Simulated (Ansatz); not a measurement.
B₇P₇ was relaxed with PBE-D4 (def2-SVP) in Ansatz in these states: charge -1 doublet, neutral singlet. The geometries follow in no particular order.

A:

```xyz
14

B    -0.966   -1.468    1.226
P     0.161   -2.641    1.981
B    -1.534    1.020   -0.372
P    -2.429   -0.626    0.292
B    -0.593    0.244    0.846
B     0.637   -0.921    1.392
P    -2.130    1.322    1.463
B     0.224    0.209   -2.078
P    -0.840    1.787   -2.019
P     1.161   -1.329   -2.209
B     1.630   -0.078   -0.911
P     2.435   -0.341    0.917
B     0.226    1.188   -0.481
P     2.018    1.634   -0.047
```

B:

```tsv
atom	x (Å)	y (Å)	z (Å)
B1	0.163	2.164	0.561
P2	0.483	2.391	2.311
B3	-0.213	0.396	-1.817
P4	-0.575	2.282	-1.220
B5	0.702	0.760	-0.420
B6	0.881	0.813	1.340
P7	1.375	1.491	-2.121
B8	-1.605	-1.368	-0.286
P9	-1.258	-1.195	-2.151
P10	-2.179	-2.110	1.297
B11	-0.393	-1.579	0.984
P12	1.202	-0.946	2.040
B13	0.067	-0.935	-0.655
P14	1.350	-2.164	0.138
```

Problem. Judge from the bond lengths which geometry belongs to which state (an estimate).

Solution. A is the neutral singlet (B11–B13 1.939 Å, B8–B13 1.874 Å, B8–B11 1.850 Å); B is the charge -1 doublet (B11–B13 1.820 Å, B8–B13 1.766 Å, B8–B11 1.768 Å).
